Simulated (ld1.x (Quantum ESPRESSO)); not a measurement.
P: excitation energies, all-electron against TM

* Element: P
* Generator: ld1.x (Quantum ESPRESSO) 7.5
* Type: norm-conserving Troullier–Martins (Kleinman–Bylander form)
* Functional: LDA (PZ)
* Relativity: non-relativistic
* Frozen core: [Ne]
* Valence charge: 5
* Reference configuration: 3s2 3p2 (charge +1)
* Partial waves: 3s (bound): rc 1.60 bohr; 3p (bound): rc 1.95 bohr; 3d channel at -0.05 Ry: rc 1.95 bohr
* Local potential: the d channel
* Core correction: Bessel-smoothed model core inside 1.65 bohr

Energies are relative to the spin-unpolarised reference configuration 3s2 3p2; without spin polarisation the order of configurations can differ from experiment. Spin-polarised rows fill each open shell by Hund’s rule, majority spin first.

| valence configuration | charge | ΔE all-electron (eV) | error AE − PS (meV) |
| --- | --- | --- | --- |
| 3s2 3p3 | 0 | -9.833 | +4.2 |
| 3s2 3p0 | +3 | 49.167 | +83 |
| 3s2 3p3.3 | -0.3 | -11.172 | +5.7 |
| 3s0 3p5 | 0 | 7.121 | +0.9 |
| 3s1 3p0 | +4 | 101.231 | +264 |
| 3s2 3p2 (spin-polarised) | +1 | -0.842 | +38 |
| 3s2 3p3 (spin-polarised) | 0 | -11.343 | +62 |

(1) What are ΔE and the potential's error for 3s2 3p1?

(2) What are ΔE and the potential's error for 3s1 3p3?

Levels in the configuration 3s1 3p3:

```csv
level,all-electron (eV),pseudo (eV)
3s,-23.922,-23.915
3p,-14.896,-14.891
```

Answers

(1) ΔE = 19.262 eV all-electron; the error (AE − PS) is +13 meV.

(2) ΔE = 8.976 eV all-electron; the error (AE − PS) is +0.9 meV.
